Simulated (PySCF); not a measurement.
PySCF job for Zn(SeH)2 (H2Se2Zn), SMILES [SeH][Zn][SeH], PBE0/pcSseg-1. Geometry optimised at B3LYP-D3(BJ)/def2-SVP. The structure was generated by enumeration; whether it is a known compound was not checked. Other conformers were not sampled.

```python
import numpy as np
from pyscf import gto, scf, dft
from pyscf.prop.nmr import rks as nmr

mol = gto.M(
    atom='''
    Zn    0.00000041    0.00000058    0.01302457
    Se   -2.25649507   -0.48129091    0.02435154
    H    -2.49364647    0.53765981   -1.02015057
    Se    2.25649658    0.48129306    0.02416823
    H     2.49358282   -0.53774994   -1.02025865
    ''',
    basis='pcSseg-1',
    charge=0,
    spin=0,
    max_memory=1600,
    verbose=3,
)
mf = dft.RKS(mol, xc='pbe0')
mf.grids.level = 3
mf.conv_tol = 1e-10
mf.max_cycle = 100
mf.kernel()
n = nmr.NMR(mf)
n.verbose = 2
n.max_cycle_cphf = 60
sigma = n.kernel()
print('atom   isotropic/ppm   span/ppm')
for i, s in enumerate(sigma):
    w = np.linalg.eigvalsh((s + s.T) / 2)
    print(f'{mol.atom_symbol(i):2s}{i + 1:3d} {w.mean():14.3f} {w[2] - w[0]:11.3f}')
```

Output:

```
converged SCF energy = -6582.26015889865
atom   isotropic/ppm   span/ppm
Zn  1       1583.868    1278.877
Se  2       2269.507     319.339
H   3         31.220      25.883
Se  4       2269.507     319.339
H   5         31.220      25.883
```

The calculation finished and met its thresholds.
